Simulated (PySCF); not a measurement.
methyltin tribromide (CH₃Br₃Sn), SMILES [CH3][Sn]([Br])([Br])[Br]. Geometry: B3LYP-D3(BJ)/def2-SVP. The def2 effective core potentials stand for the cores of Sn; spin–orbit coupling is left out.

Computed equilibrium geometry at B3LYP-D3(BJ)/def2-SVP (PySCF confirms it by a frequency run) as bond lengths and angles, and its point group:
point group C3v.
Atoms: C1 Sn2 Br3 Br4 Br5 H6 H7 H8. Bonded distances (Å): C1–Sn2 2.151, C1–H6 1.098, C1–H7 1.098, C1–H8 1.098, Sn2–Br3 2.505, Sn2–Br4 2.505, Sn2–Br5 2.505. Bond angles (°): Sn2–C1–H6 108.1, Sn2–C1–H7 108.1, Sn2–C1–H8 108.1, H6–C1–H7 110.8, H6–C1–H8 110.8, H7–C1–H8 110.8, C1–Sn2–Br3 111.1, C1–Sn2–Br4 111.1, C1–Sn2–Br5 111.1, Br3–Sn2–Br4 107.8, Br3–Sn2–Br5 107.8, Br4–Sn2–Br5 107.8.
Charge 0, spin multiplicity 1.
